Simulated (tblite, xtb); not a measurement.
Cl$_{3}$Sn, charge -1, singlet, geometry from GFN2-xTB (such geometries of metal compounds can be far from the true shape). Base run: xtb 6.7.1 with GFN1-xTB.

xtb was given this input:
```
$ xtb mol.xyz --gfn 1 --chrg -1 --json

# file mol.xyz
4

Sn    -0.00024598     0.00560843     0.57812327
Cl    -1.94257826    -1.06785136    -0.55730815
Cl     0.05159000     2.20812614    -0.58824027
Cl     1.89171173    -1.15677018    -0.55481414
```

Programs used: tblite, xtb; a row that names a program was run with it.

Variants of this job, named by their change:

| change | ΔE vs base (mEh) | HOMO-LUMO gap (eV) | G_solv (kcal/mol) | SCF cycles |
|---|---|---|---|---|
| base | 0.000 | 6.29 | - | 7 |
| etemp = 5000 | -0.094 | 6.30 | - | 7 |
| gbsa = acetonitrile | -87.653 | 6.50 | -55.60 | 8 |
| program = tblite; method = gfn1; option = --grad | 0.000 | - | - | - |
| alpb = acetonitrile | ? | ? | ? | 8 |
| etemp = 10000 | ? | ? | - | 8 |
| acc = 0.0001 | 0.000 | 6.29 | - | 10 |

Question: Some entries are withheld; supply them.

Answer: 
- alpb = acetonitrile, ΔE vs base (mEh): -79.207
- alpb = acetonitrile, HOMO-LUMO gap (eV): 6.45
- alpb = acetonitrile, G_solv (kcal/mol): -50.02
- etemp = 10000, ΔE vs base (mEh): -9.949
- etemp = 10000, HOMO-LUMO gap (eV): 6.40

ALPB and GBSA are two models with their own fitted parameters for each solvent, which aren't always the measured dielectric constant.
